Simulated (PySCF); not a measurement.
OZr (SMILES [O]=[Zr]), singlet, at a GFN2-xTB geometry (such geometries of metal compounds can be far from the true shape) (core potentials on Zr); PySCF with DF-SVWN5/def2-SVP.

Input for PySCF:
```python
from pyscf import gto, scf, dft

mol = gto.M(
    atom='''
Zr   -0.00000000   -0.00000000   -0.29196683
O     0.00000000    0.00000000    1.45983413
''',
    basis='def2-svp',
    ecp={'Zr': 'def2-svp'},
    verbose=5,
)

mf = dft.RKS(mol)
mf.xc = 'lda,vwn'
mf = mf.density_fit(auxbasis='def2-universal-jkfit')
mf.kernel()
```

### Question
Write the output that PySCF gives for this input, abridged.

### Answer

```
PySCF version 2.14.0

[INPUT] verbose = 5
[INPUT] max_memory = 4000
[INPUT] num. atoms = 2
[INPUT] num. electrons = 20
[INPUT] charge = 0
[INPUT] spin (= nelec alpha-beta = 2S) = 0
[INPUT] symmetry False subgroup None
[INPUT] Mole.unit = angstrom
[INPUT] Symbol           X                Y                Z      unit          X                Y                Z       unit  Magmom
[...]
[INPUT] ---------------- BASIS SET ----------------
[INPUT] l, kappa, [nprim/nctr], expnt,             c_1 c_2 ...
[INPUT] Zr
[...]
                                4.28727           -0.95241333244
                                1.464137          -0.13703926411
[...]
                                2.119901          0.45883133891
                                0.78845821105     0.58853912475
                                0.36332579847     0.35822232244
[...]
                                1.3615557498      0.1969242352
                                0.56937550689     0.42057831659
                                0.22674948677     0.42757027999
[...]
[INPUT] O
[...]
                                340.87010191      -0.03989003923
                                77.363135167      -0.17853911985
                                21.47964494       -0.46427684959
                                6.6589433124      -0.44309745172
[...]
                                3.863550544       0.23094120765
                                1.0480920883      0.51375311064
[...]
nuclear repulsion = 28.9993060902992
number of shells = 17
number of NR pGTOs = 81
number of NR cGTOs = 45
basis = def2-svp
ecp = {'Zr': 'def2-svp'}

******** <class 'pyscf.df.df_jk.DFRKS'> ********
method = DFRKS
initial guess = minao
damping factor = 0
level_shift factor = 0
DIIS = <class 'pyscf.scf.diis.CDIIS'>
diis_start_cycle = 1
diis_space = 8
diis_damp = 0
SCF conv_tol = 1e-09
SCF conv_tol_grad = None
SCF max_cycles = 50
direct_scf = False
XC library pyscf.dft.libxc version 7.1.2
    S. Lehtola, C. Steigemann, M. J. T. Oliveira, and M. A. L. Marques,  SoftwareX 7, 1–5 (2018)
XC functionals = lda,vwn
    P. A. M. Dirac,  Math. Proc. Cambridge Philos. Soc. 26, 376 (1930)
    F. Bloch,  Z. Phys. 57, 545 (1929)
    S. H. Vosko, L. Wilk, and M. Nusair,  Can. J. Phys. 58, 1200 (1980)
radial grids:
    Treutler-Ahlrichs [JCP 102, 346 (1995); DOI:10.1063/1.469408] (M4) radial grids

becke partition: Becke, JCP 88, 2547 (1988); DOI:10.1063/1.454033
pruning grids: <function nwchem_prune>
grids dens level: 3
symmetrized grids: False
atomic radii adjust function: <function treutler_atomic_radii_adjust>
small_rho_cutoff = 0
Set gradient conv threshold to 3.16228e-05
Initial guess from minao.
Density of valence part of ANO basis will be used as initial guess for Zr
atom Zr rad-grids = 95, ang-grids = [ 50  50  50  50  50  50  50  50  50  50  50  50  50  50  50  50  50  50
  50  50  50  50  50  50  50  50  50  50  86  86  86  86  86  86  86  86
  86  86  86  86  86  86  86  86 350 350 350 350 350 350 350 350 350 350
 350 434 434 434 434 434 434 434 434 434 434 434 434 434 434 434 434 434
 434 434 434 434 350 350 350 350 350 350 350 350 350 350 350 350 350 350
 350 350 350 350 350]
atom O rad-grids = 75, ang-grids = [ 50  50  50  50  50  50  50  50  50  50  50  50  50  50  50  50  50  50
  50  50  50  50  50  86  86  86  86  86  86  86  86  86 266 266 266 266
 266 266 266 302 302 302 302 302 302 302 302 302 302 302 302 302 302 302
 302 302 302 302 302 266 266 266 266 266 266 266 266 266 266 266 266 266
 266 266 266]
tot_boxes 972, boxes in each direction [ 7  7 10]
Padding 0 grids
tot grids = 36472
nelec by numeric integration = 19.344271520892818
num shells = 74, num cGTOs = 332
E1 = -226.11345520453304  E2 = 81.60585097269953  Ecoul = 94.6468034254808  Exc = -13.040952452781267
init E= -115.508298141534
cond(S) = 162.60422933259252

WARN: HOMO -0.480299922565369 == LUMO -0.48029988919117

  mo_energy =
[-1.90392282e+01 -2.50851433e+00 -1.69533649e+00 -1.64743625e+00
 -1.64743625e+00 -1.16369568e+00 -6.79796952e-01 -6.74987641e-01
 -6.74987641e-01 -4.80299923e-01 -4.80299889e-01 -4.35276066e-01
 -4.35276066e-01 -4.20969888e-01 -3.10595225e-01 -2.06441847e-01
 -2.06441847e-01 -1.38290978e-01 -7.35165277e-02 -2.12618511e-02
 -2.12618457e-02 -2.09744163e-02 -2.09744163e-02  5.11759511e-03
  7.83250183e-03  7.83250183e-03  7.79202071e-02  4.83952775e-01
  4.83952881e-01  5.05850349e-01  5.05850349e-01  5.18468774e-01
  5.18468774e-01  5.36660092e-01  7.34364879e-01  7.34364879e-01
  7.90619207e-01  8.61372993e-01  1.01756358e+00  2.18683098e+00
  2.18683577e+00  2.35758991e+00  2.35758991e+00  2.51513319e+00
  3.24183725e+01]
nelec by numeric integration = 19.9999989373931
E1 = -245.80895086306754  E2 = 95.64527936349363  Ecoul = 110.2083448766901  Exc = -14.56306551319648
cycle= 1 E= -121.164365409275  delta_E= -5.66  |g|= 0.909  |ddm|= 4.13
[...]
  mo_energy =
[-1.81361319e+01 -1.56805790e+00 -8.25641508e-01 -7.68771577e-01
 -7.68771577e-01 -4.78357698e-01 -5.47361963e-02 -5.06445953e-02
 -5.06445953e-02 -1.75393699e-02  2.31567359e-02  2.31567359e-02
  6.09511536e-02  9.02817479e-02  1.00980207e-01  1.32428049e-01
  1.74326684e-01  1.74395445e-01  1.74395445e-01  3.66895184e-01
  3.66895184e-01  3.84081048e-01  3.86819680e-01  3.92079989e-01
  3.92210738e-01  3.92210738e-01  5.91780811e-01  1.01671656e+00
  1.03298859e+00  1.03754819e+00  1.04681460e+00  1.04681460e+00
  1.10207177e+00  1.10207177e+00  1.22747897e+00  1.22747897e+00
  1.31570117e+00  1.51197615e+00  1.62307518e+00  2.81312001e+00
  2.81332241e+00  3.01236340e+00  3.01236340e+00  3.19775557e+00
  3.36947538e+01]
nelec by numeric integration = 19.99999903981488
E1 = -229.12492934116642  E2 = 79.33188806079977  Ecoul = 91.95473611103141  Exc = -12.62284805023164
cycle= 2 E= -120.793735190067  delta_E= 0.371  |g|= 1.66  |ddm|= 3.76
[...]
  mo_energy =
[-1.86409889e+01 -1.90143920e+00 -1.13580614e+00 -1.07917359e+00
 -1.07917359e+00 -7.65194511e-01 -3.07440086e-01 -3.07440086e-01
[...]
[...]
  mo_energy =
[-1.86233145e+01 -2.06234357e+00 -1.24753760e+00 -1.23887337e+00
 -1.23887337e+00 -7.76281606e-01 -3.18260897e-01 -3.18260897e-01
 -3.13316471e-01 -1.75250529e-01 -1.64696506e-01 -1.64693763e-01
 -1.04634140e-01 -1.04634140e-01 -6.78223720e-02 -2.94521555e-02
 -2.94521555e-02  3.16118401e-02  6.31461514e-02  1.54626172e-01
  1.54682997e-01  1.60084968e-01  1.60084968e-01  1.94326987e-01
  1.94326987e-01  1.96836691e-01  3.36473348e-01  7.74052418e-01
  7.74087359e-01  7.75506864e-01  7.75506864e-01  8.04861333e-01
  8.31619673e-01  8.31619673e-01  1.01442179e+00  1.01442179e+00
  1.08161143e+00  1.18324775e+00  1.34417168e+00  2.54577493e+00
  2.54578189e+00  2.72752983e+00  2.72752983e+00  2.89431984e+00
  3.30956792e+01]
nelec by numeric integration = 19.999998985508782
E1 = -239.15409370261614  E2 = 88.6144127715688  Ecoul = 102.26175281116547  Exc = -13.64734003959667
cycle= 6 E= -121.540374840748  delta_E= -0.000639  |g|= 0.0203  |ddm|= 0.145
[...]
  mo_energy =
[-1.86249324e+01 -2.06325524e+00 -1.24822456e+00 -1.23980709e+00
 -1.23980709e+00 -7.75833693e-01 -3.17704206e-01 -3.17704206e-01
 -3.13241591e-01 -1.75881613e-01 -1.65295647e-01 -1.65295003e-01
 -1.05574788e-01 -1.05574788e-01 -6.87718062e-02 -2.96031303e-02
 -2.96031303e-02  3.19552075e-02  6.22254577e-02  1.54350178e-01
  1.54362712e-01  1.59749300e-01  1.59749300e-01  1.94203130e-01
  1.94203130e-01  1.96485389e-01  3.36228975e-01  7.73583089e-01
  7.73590670e-01  7.75084570e-01  7.75084570e-01  8.04768101e-01
  8.31099809e-01  8.31099809e-01  1.01489136e+00  1.01489136e+00
  1.08120536e+00  1.18284123e+00  1.34485647e+00  2.54650825e+00
  2.54651408e+00  2.72824006e+00  2.72824006e+00  2.89497850e+00
  3.30945777e+01]
nelec by numeric integration = 19.999998987882382
E1 = -239.11710577688967  E2 = 88.57730293844902  Ecoul = 102.22307818506899  Exc = -13.645775246619964
cycle= 7 E= -121.540496748141  delta_E= -0.000122  |g|= 0.0018  |ddm|= 0.0325
[...]
  mo_energy =
[-1.86240898e+01 -2.06255106e+00 -1.24738911e+00 -1.23918422e+00
 -1.23918422e+00 -7.75315932e-01 -3.17222745e-01 -3.17222745e-01
 -3.12706815e-01 -1.75511033e-01 -1.64786505e-01 -1.64786491e-01
 -1.05098527e-01 -1.05098527e-01 -6.83893301e-02 -2.92532694e-02
 -2.92532694e-02  3.22251738e-02  6.25678007e-02  1.54647855e-01
  1.54649062e-01  1.60066085e-01  1.60066085e-01  1.94559248e-01
  1.94559248e-01  1.96838883e-01  3.36742247e-01  7.74135118e-01
  7.74136020e-01  7.75588833e-01  7.75588833e-01  8.05189154e-01
  8.31676442e-01  8.31676442e-01  1.01526349e+00  1.01526349e+00
  1.08165877e+00  1.18338703e+00  1.34534366e+00  2.54690697e+00
  2.54691245e+00  2.72870342e+00  2.72870342e+00  2.89547431e+00
  3.30952512e+01]
nelec by numeric integration = 19.99999898766334
E1 = -239.11115980609785  E2 = 88.57135575378223  Ecoul = 102.21637978574812  Exc = -13.645024031965896
cycle= 8 E= -121.540497962016  delta_E= -1.21e-06  |g|= 0.00046  |ddm|= 0.00493
[...]
  mo_energy =
[-1.86239720e+01 -2.06244262e+00 -1.24729511e+00 -1.23907355e+00
 -1.23907355e+00 -7.75201864e-01 -3.17117110e-01 -3.17117110e-01
 -3.12597416e-01 -1.75456338e-01 -1.64699030e-01 -1.64698978e-01
 -1.05026275e-01 -1.05026275e-01 -6.83355686e-02 -2.91939744e-02
 -2.91939744e-02  3.22763350e-02  6.26126210e-02  1.54703254e-01
  1.54703582e-01  1.60119151e-01  1.60119151e-01  1.94618628e-01
  1.94618628e-01  1.96896530e-01  3.36815035e-01  7.74213463e-01
  7.74213574e-01  7.75669625e-01  7.75669625e-01  8.05268505e-01
  8.31759298e-01  8.31759298e-01  1.01535238e+00  1.01535238e+00
  1.08174217e+00  1.18347684e+00  1.34543602e+00  2.54702558e+00
  2.54703110e+00  2.72882073e+00  2.72882073e+00  2.89559035e+00
  3.30953649e+01]
nelec by numeric integration = 19.999998987694823
E1 = -239.10914372445342  E2 = 88.56933962587719  Ecoul = 102.21413734242445  Exc = -13.644797716547265
cycle= 9 E= -121.540498008277  delta_E= -4.63e-08  |g|= 4.38e-05  |ddm|= 0.000704
[...]
  mo_energy =
[-1.86239858e+01 -2.06246349e+00 -1.24731310e+00 -1.23909363e+00
 -1.23909363e+00 -7.75216946e-01 -3.17131471e-01 -3.17131471e-01
 -3.12612758e-01 -1.75463967e-01 -1.64713312e-01 -1.64713274e-01
 -1.05036522e-01 -1.05036522e-01 -6.83416799e-02 -2.92016659e-02
 -2.92016659e-02  3.22701470e-02  6.26086527e-02  1.54695685e-01
  1.54695699e-01  1.60112260e-01  1.60112260e-01  1.94610422e-01
  1.94610422e-01  1.96888903e-01  3.36804048e-01  7.74201688e-01
  7.74201767e-01  7.75657257e-01  7.75657257e-01  8.05257057e-01
  8.31747371e-01  8.31747371e-01  1.01534067e+00  1.01534067e+00
  1.08172956e+00  1.18346341e+00  1.34542356e+00  2.54701056e+00
  2.54701607e+00  2.72880528e+00  2.72880528e+00  2.89557457e+00
  3.30953412e+01]
nelec by numeric integration = 19.999998987694994
E1 = -239.10943889987115  E2 = 88.56963480048564  Ecoul = 102.21446336177473  Exc = -13.644828561289088
cycle= 10 E= -121.540498009086  delta_E= -8.09e-10  |g|= 1.71e-05  |ddm|= 0.000169
[...]
  mo_energy =
[-1.86239734e+01 -2.06246675e+00 -1.24731570e+00 -1.23909671e+00
 -1.23909671e+00 -7.75211305e-01 -3.17126843e-01 -3.17126843e-01
 -3.12607878e-01 -1.75465409e-01 -1.64715518e-01 -1.64715481e-01
 -1.05037657e-01 -1.05037657e-01 -6.83426252e-02 -2.92015020e-02
 -2.92015020e-02  3.22706822e-02  6.26075428e-02  1.54694686e-01
  1.54694700e-01  1.60111529e-01  1.60111529e-01  1.94609612e-01
  1.94609612e-01  1.96888627e-01  3.36803587e-01  7.74199844e-01
  7.74199924e-01  7.75655288e-01  7.75655288e-01  8.05258655e-01
  8.31746911e-01  8.31746911e-01  1.01534503e+00  1.01534503e+00
  1.08173053e+00  1.18346392e+00  1.34542666e+00  2.54701729e+00
  2.54702280e+00  2.72881151e+00  2.72881151e+00  2.89558037e+00
  3.30953375e+01]
nelec by numeric integration = 19.999998987704352
E1 = -239.10920598459361  E2 = 88.56940188691836  Ecoul = 102.21420468536155  Exc = -13.644802798443198
Extra cycle  E= -121.540498007376  delta_E= 1.71e-09  |g|= 9.15e-05  |ddm|= 7.38e-05
converged SCF energy = -121.540498007376
```
